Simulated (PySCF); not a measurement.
Isomers C₆H₉ClOSi:

A. SMILES O=C(CC#CC)[SiH2]CCl
B. `InChI=1S/C6H9ClOSi/c7-4-5-2-1-3-6(5)8-9/h3-4H,1-2H2,9H3/b5-4+`
C. SMILES C1C(C)=C(C=O)[C@H]1[SiH2]Cl
D. `CC1=C(C[SiH2]Cl)C(=O)C1`

Spectrum 1. $^{1}$H NMR (300 MHz, computed): δ 5.10 (t, 2H), 3.10 (s, 2H), 2.40 (s, 3H), 1.89 (t, 2H). $^{13}$C{$^{1}$H} NMR (computed): δ 189.9 (C), 179.2 (C), 148.6 (C), 54.7 (CH2), 18.3 (CH3), 15.9 (CH2).

Spectrum 2. $^{1}$H NMR (300 MHz, computed): δ 10.19 (s, 1H), 5.49 (m, 1H), 5.07 (m, 1H), 2.57 (m, 1H), 2.45 (m, 1H), 2.40 (m, 1H), 2.32 (s, 3H). $^{13}$C{$^{1}$H} NMR (computed): δ 187.7 (CH), 171.2 (C), 146.5 (C), 33.3 (CH2), 28.9 (CH), 17.6 (CH3).

Spectrum 3. $^{1}$H NMR (300 MHz, computed): δ 6.33 (s, 1H), 5.17 (t, 1H), 5.03 (s, 3H), 2.74 (m, 2H), 2.63 (m, 2H). $^{13}$C{$^{1}$H} NMR (computed): δ 160.7 (C), 151.2 (C), 122.1 (CH), 116.0 (CH), 29.6 (CH2), 29.6 (CH2).

Spectrum 4. $^{1}$H NMR (300 MHz, computed): δ 4.72 (t, 2H), 3.18 (s, 2H), 3.16 (t, 2H), 2.10 (s, 3H). $^{13}$C{$^{1}$H} NMR (computed): δ 244.2 (C), 92.2 (C), 77.7 (C), 44.0 (CH2), 29.1 (CH2), 4.7 (CH3).

PySCF 2.14.0 with density-fitted response routines calculation with PBE0/pcSseg-1 with gauge-including orbitals and GFN2-xTB structure; no solvent model, non-relativistic, a single conformation, rapidly exchanging positions averaged.

Referencing at the same level of theory: $^{1}$H (31.72 ppm) and $^{13}$C (186.93 ppm) vs TMS. Where no couplings were computed, multiplicities follow the n + 1 count of equivalent neighbours, and m marks all less simple cases (inequivalent or close neighbours, rings, F or P nearby). Shifts are as computed. Against solution values, carbons near 30 ppm lie about +3 ppm off and those near 130 ppm about +5 ppm; carbons on Cl a further +6 ppm. Of 1309 compounds with measured shifts, 239 miss one by over three times the rms of a fit or turn the order of signals round; such compounds aren't used in these exercises. Carbons bonded to Cl come out too deshielded.

Problem. Which spectrum belongs to which compound?

Solution. 1–D, 2–C, 3–B, 4–A.

- Spectrum 1 (D): 6 $^{13}$C signals; δC 189.9 is a ketone carbonyl carbon; δC 179.2 is a β carbon of a C=C–C=O unit.
- Spectrum 2 (C): 6 $^{13}$C signals; δC 187.7 is an aldehyde carbonyl carbon; δC 171.2 is a β carbon of a C=C–C=O unit.
- Spectrum 3 (B): 6 $^{13}$C signals; δC 160.7 is an alkene carbon bearing oxygen; δC 151.2 is a fully substituted alkene carbon.
- Spectrum 4 (A): 6 $^{13}$C signals; δC 92.2 is an alkyne carbon; δC 77.7 is an alkyne carbon.
